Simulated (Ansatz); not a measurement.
```yaml
crystal:
  periodic: [false, false, false]
  atoms:
    - {symbol: C, position_ang: [-0.241137, -0.041507, 1.502530]}
    - {symbol: O, position_ang: [0.702726, -0.892249, 1.290889]}
    - {symbol: Sn, position_ang: [0.992276, -2.086697, -0.048838]}
    - {symbol: S, position_ang: [0.075962, -1.032169, -1.806682]}
    - {symbol: C, position_ang: [0.017655, 0.599874, -1.452722]}
    - {symbol: H, position_ang: [-0.633138, -0.196973, 2.418476]}
    - {symbol: H, position_ang: [0.114294, 0.902522, 1.478148]}
    - {symbol: H, position_ang: [-0.990630, -0.109061, 0.830069]}
    - {symbol: H, position_ang: [-0.916348, 0.872208, -1.212468]}
    - {symbol: H, position_ang: [0.301670, 1.094179, -2.277581]}
    - {symbol: H, position_ang: [0.637022, 0.837433, -0.702871]}
basis:
  gaussian: {orbitals: def2-SVP, final_grid: {core_spheres: 1, valence_spheres: 1, degree: 1}}
hamiltonian: {xc: {name: PBE}}
output: {forces: true}
```

```sh
$ ansatz run in.yaml --threads 2 --pin off --events-out ev --progress --plain --max-ram 20480MiB --backend cpu
```

Output, abridged:

```
Functional definition: PBE
1303 factors; their error is unknown
mean field evaluation 1: about -20852.6873 eV, gradient 8.0e1 eV
mean field evaluation 2: about -20746.4273 eV, gradient 2.1e2 eV
mean field evaluation 4: about -20866.0964 eV, gradient 2.0e1 eV
mean field evaluation 8: about -20867.2178 eV, gradient 1.8e-1 eV
mean field evaluation 32: about -20965.7926 eV, gradient 3.1e-2 eV
mean field evaluation 96: about -20965.4756 eV, gradient 2.8e-1 eV
a density is far from that of the atoms, so the factors are made again for it
1366 factors; integrals over basis functions are off by at most 9.9e-4 eV
mean field -20965.79215647 eV, -770.4786506259 hartree, gradient 2.7e-5 eV, S^2 0.000000; 0 other end points of the search recorded, 0 dependent functions left out
reference -20965.79222799 eV, -770.4786532541 hartree; 32, 32 occupied and 84, 84 virtual orbitals, 1366 factors
Total energy: -20965.79222799 eV, -770.4786532541 hartree
Atom 0 at    -0.241137    -0.041507     1.502530 Å, force    -5.975820     3.919781    -8.542882 eV/Å
Atom 1 at     0.702726    -0.892249     1.290889 Å, force   -19.193788   133.097006   124.681414 eV/Å
Atom 2 at     0.992276    -2.086697    -0.048838 Å, force    32.326329  -179.466607  -110.183767 eV/Å
Atom 3 at     0.075962    -1.032169    -1.806682 Å, force    12.472976    59.973328     5.444403 eV/Å
Atom 4 at     0.017655     0.599874    -1.452722 Å, force   -16.343562   -10.066036    -7.302041 eV/Å
Atom 5 at    -0.633138    -0.196973     2.418476 Å, force     0.213403     2.690950    -0.899639 eV/Å
Atom 6 at     0.114294     0.902522     1.478148 Å, force     0.277704    -2.607542    -0.613842 eV/Å
Atom 7 at    -0.990630    -0.109061     0.830069 Å, force     0.136248    -1.058878     4.402577 eV/Å
Atom 8 at    -0.916348     0.872208    -1.212468 Å, force     0.981820    -5.958867    -2.332225 eV/Å
Atom 9 at     0.301670     1.094179    -2.277581 Å, force    -4.245918    -0.128724     0.268196 eV/Å
Atom 10 at     0.637022     0.837433    -0.702871 Å, force    -0.649392    -0.394409    -4.922194 eV/Å
Dipole moment:    -1.519238     3.698467     1.178746 e Å
```

(1) Something in this input is off. What?

## Answers

(1) The integration grid is far too coarse. Self-consistency was reached. The result belongs to that input, not to the molecule as meant.
